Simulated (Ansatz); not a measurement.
C3H2O, SMILES `C=C=C=O` (charge 0, multiplicity 1).

Calculation: PBE0/cc-pVTZ // B3LYP-D3(BJ)/def2-TZVP (Ansatz, a quantum-chemistry and plane-wave program).

Ansatz 0.2 input:
```yaml
crystal:
  periodic: [false, false, false]
  atoms:
    - { symbol: C, position_ang: [-1.044331, 0.023648, -0.534179] }
    - { symbol: C, position_ang: [0.23157, 0.33023, -0.390251] }
    - { symbol: C, position_ang: [1.440767, -0.034223, -0.119067] }
    - { symbol: O, position_ang: [2.578603, -0.177425, 0.094849] }
    - { symbol: H, position_ang: [-1.427262, -0.984816, -0.387773] }
    - { symbol: H, position_ang: [-1.781318, 0.773658, -0.808983] }
basis:
  gaussian: { orbitals: cc-pVTZ }
hamiltonian:
  xc: pbe0
```

Output:

```
Functional definition: PBE0
806 factors; their error is unknown
mean field evaluation 1: about -5179.6802 eV, gradient 4.5e1 eV
mean field evaluation 2: about -5178.5619 eV, gradient 5.0e1 eV
mean field evaluation 4: about -5183.7907 eV, gradient 3.4e0 eV
mean field evaluation 8: about -5183.8190 eV, gradient 2.0e-1 eV
mean field -5183.81904975 eV, -190.5018363596 hartree, gradient 4.9e-5 eV, S^2 0.000000; 0 other end points of the search recorded, 0 dependent functions left out
reference -5183.81906944 eV, -190.5018370831 hartree; 14, 14 occupied and 134, 134 virtual orbitals, 806 factors
Total energy: -5183.81906944 eV, -190.5018370831 hartree
```
